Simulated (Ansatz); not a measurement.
Start from `COBF` and change one atom or group to get `CBOC`.

Ansatz, PBE0-D4/def2-TZVP geometries, multiplicity 1. Each molecule was computed in one conformer, which needn't be the lowest.

```
                                                                                  property  `COBF`
                                                   HOMO–LUMO gap (ωB97M-V/def2-TZVPP) / eV   13.88
                                                     HOMO energy (ωB97M-V/def2-TZVPP) / eV  -11.71
                                                       HOMO–LUMO gap (PBE/def2-TZVPP) / eV    7.14
                                                         HOMO energy (PBE/def2-TZVPP) / eV   -7.75
ideal-gas entropy at 298 K and 1 bar (rigid rotor, harmonic PBE0-D4/def2-TZVP) / J/(mol·K)     291
                                                        LUMO energy (PBE0/def2-TZVPP) / eV    0.38
```

(1) What does the change do to each property? (Estimate.)

Answers

(1) Computed: 
```tsv
property	`CBOC`	shift
HOMO–LUMO gap (ωB97M-V/def2-TZVPP) / eV	12.80	-1.08
HOMO energy (ωB97M-V/def2-TZVPP) / eV	-10.73	0.98
HOMO–LUMO gap (PBE/def2-TZVPP) / eV	6.14	-1.00
HOMO energy (PBE/def2-TZVPP) / eV	-6.90	0.85
ideal-gas entropy at 298 K and 1 bar (rigid rotor, harmonic PBE0-D4/def2-TZVP) / J/(mol·K)	310	19
LUMO energy (PBE0/def2-TZVPP) / eV	0.24	-0.14
```

With PBE0 the HOMO rises by 0.94 eV and the LUMO falls by 0.14 eV, so the gap narrows by about 1.08 eV. PBE moves the HOMO by 0.85 eV and ωB97M-V by 0.98 eV. The zero-point energy changes by 88.1 kJ/mol with +9 modes.
